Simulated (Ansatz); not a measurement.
Cost and result for the atomization energy of BH₅OSiZn (`O[SiH2][BH][ZnH]`) (9 atoms, 8 bonds).

```xyz
9

O     1.111    0.212    1.331
Si    1.077   -0.073   -0.305
B    -0.820   -0.144   -0.909
Zn   -2.388    0.118    0.424
H     1.970    0.269    1.752
H     1.822    1.006   -1.029
H     1.781   -1.358   -0.618
H    -0.996   -0.345   -2.079
H    -3.557    0.315    1.432
```

Charge 0, multiplicity 1. For Zn the d shell is correlated and the shells below it are frozen. Scalar relativity is left out up to krypton. The geometry is a stationary point of PBE0-D4/def2-TZVP. It is one conformer, not always the lowest. Program: Ansatz. All runs use 4 threads of an Arm Neoverse V2 on a shared host. Times are those of one run each, without the atoms' runs, and a repeat can differ threefold. Electronic energies, without spin–orbit coupling; frozen cores. CCSD(T)/CBS adds CCSD(T) − MP2 in def2-TZVPP to the MP2 limit, and its time is that of the two runs behind it. T1 = 0.014. With those shells the extrapolation isn't a true limit. B3LYP takes the VWN-RPA correlation (the form of Gaussian; ORCA's B3LYP/G).

CCSD(T)/CBS is a level of theory with its own doubt, some kJ/mol a heavy atom from the limit and from the frozen cores, so smaller differences don't rank the functionals.

```tsv
level	functions	wall time
PBE-D4/def2-TZVPP (with forces)	238	2 s
PBE0-D4/def2-TZVPP	238	2.4 s
r2SCAN-D4/def2-TZVPP (with forces)	238	3.8 s
B3LYP-D4/def2-TZVPP (with forces)	238	3.8 s
B2PLYP/def2-TZVPP	238	4.6 s
ωB97X-V/def2-TZVPP	238	7 s
ωB97M-V/def2-TZVPP (with forces)	238	9.5 s
MP2/def2-QZVPP	434	15 s
CCSD(T)/def2-TZVPP	238	95 s
CCSD(T)/CBS(def2)	–	110 s
```

**Question.** What atomization energy does each give, and how far from CCSD(T)/CBS? (An estimate is asked.)

**Answer.** Ansatz gave: 
| level | atomization (kcal/mol) | difference from CCSD(T)/CBS | per bond |
| --- | --- | --- | --- |
| PBE-D4/def2-TZVPP (with forces) | 618.1 | 2.2 | 0.3 |
| PBE0-D4/def2-TZVPP | 612.0 | -3.9 | -0.5 |
| r2SCAN-D4/def2-TZVPP (with forces) | 622.4 | 6.5 | 0.8 |
| B3LYP-D4/def2-TZVPP (with forces) | 613.7 | -2.2 | -0.3 |
| B2PLYP/def2-TZVPP | 607.7 | -8.2 | -1.0 |
| ωB97X-V/def2-TZVPP | 623.2 | 7.3 | 0.9 |
| ωB97M-V/def2-TZVPP (with forces) | 619.2 | 3.3 | 0.4 |
| MP2/def2-QZVPP | 617.6 | 1.7 | 0.2 |
| CCSD(T)/def2-TZVPP | 599.9 | -16.0 | -2.0 |
| CCSD(T)/CBS(def2) | 615.9 | 0.0 | 0.0 |

From PBE to PBE0 (25 % exact exchange), in def2-TZVPP and without D4, the atomization energy moves by −5.5 kcal/mol: exact exchange takes away binding that semilocal exchange gives to molecules. The D4 term adds +6.7 kcal/mol with B3LYP and +3.5 kcal/mol with PBE0; it sums over pairs of atoms, weighted by their polarisabilities, and B3LYP, whose exchange is more repulsive, gets the larger term. In def2-TZVPP, CCSD(T) changes the Hartree–Fock value by +145.2 kcal/mol (the triples alone add +7.4 kcal/mol) and MP2 by +153.2 kcal/mol; breaking electron pairs costs correlation energy, which Hartree–Fock lacks.
